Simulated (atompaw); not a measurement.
## Varying the PAW (atompaw) potential for carbon

Base potential:

carbon, PAW, made with atompaw 4.2.0.5 (PBE, scalar-relativistic). Core none, reference 1s2 2s2 2p1.5 (charge +0.5). Waves: 1s (bound): rc 0.40 bohr; 2s (bound): rc 0.65 bohr; 2p (bound): rc 2.90 bohr; 2p channel at 0.75 Ry: rc 2.90 bohr; 3d channel at 0.45 Ry: rc 2.90 bohr. Local part: bessel scheme, radius 2.80 bohr. Core correction: none. Augmentation charge: sinc compensation charge, radius 2.10 bohr; PAW radius 2.90 bohr; waves and projectors: custom rrkj gramschmidtortho.

All-electron outer shells of the reference configuration (PBE, scalar-relativistic, ld1.x):

```json
{"shell": "1s", "level (eV)": "-280.20", "outermost node (bohr)": "–", "outermost maximum (bohr)": "0.17"}
{"shell": "2s", "level (eV)": "-19.38", "outermost node (bohr)": "0.38", "outermost maximum (bohr)": "1.20"}
{"shell": "2p", "level (eV)": "-10.72", "outermost node (bohr)": "–", "outermost maximum (bohr)": "1.16"}
```

Cutoffs, loose and tight: the cutoffs (Ry, on a coarse ladder) from which the occupation-weighted sum of valence levels, in a spherical-Bessel basis at the reference potential, stays within 10 and 1 mRy of its value at 400 Ry. They see the waves, projectors and local potential, not the compensation charge or the core. A dash means not determined.

Cutoffs are not given where the Bessel-basis levels miss the radial ones by over 6 mRy, ghosts where they miss by over 20 mRy; a channel whose overlap is not positive is not tested.

```csv
change,outcome,"cutoff, loose","cutoff, tight",bound ghosts
base,generated,over 300 Ry,over 300 Ry,none
"all radii scaled by about 0.74 (s 0.30, p 2.14, d 2.14 bohr); local potential bessel scheme, radius 2.08 bohr; augmentation sinc compensation charge, radius 1.56 bohr; PAW radius 2.14 bohr; waves and projectors: custom rrkj gramschmidtortho",generated,–,–,not determined
"all radii scaled by about 0.87 (s 0.34, p 2.54, d 2.54 bohr); local potential bessel scheme, radius 2.44 bohr; augmentation sinc compensation charge, radius 1.84 bohr; PAW radius 2.54 bohr; waves and projectors: custom rrkj gramschmidtortho",generated,–,–,none
"all radii scaled by about 0.95 (s 0.38, p 2.74, d 2.74 bohr); local potential bessel scheme, radius 2.64 bohr; augmentation sinc compensation charge, radius 1.98 bohr; PAW radius 2.74 bohr; waves and projectors: custom rrkj gramschmidtortho",generated,over 300 Ry,over 300 Ry,none
"all radii scaled by about 1.11 (s 0.44, p 3.22, d 3.22 bohr); local potential bessel scheme, radius 3.10 bohr; augmentation sinc compensation charge, radius 2.32 bohr; PAW radius 3.22 bohr; waves and projectors: custom rrkj gramschmidtortho",generated,300 Ry,over 300 Ry,none
"all radii scaled by about 1.19 (s 0.48, p 3.46, d 3.46 bohr); local potential bessel scheme, radius 3.34 bohr; augmentation sinc compensation charge, radius 2.50 bohr; PAW radius 3.46 bohr; waves and projectors: custom rrkj gramschmidtortho",generated,260 Ry,over 300 Ry,none
"all radii scaled by about 1.25 (s 0.50, p 3.64, d 3.64 bohr); local potential bessel scheme, radius 3.52 bohr; augmentation sinc compensation charge, radius 2.64 bohr; PAW radius 3.64 bohr; waves and projectors: custom rrkj gramschmidtortho",generated,230 Ry,over 300 Ry,none
```
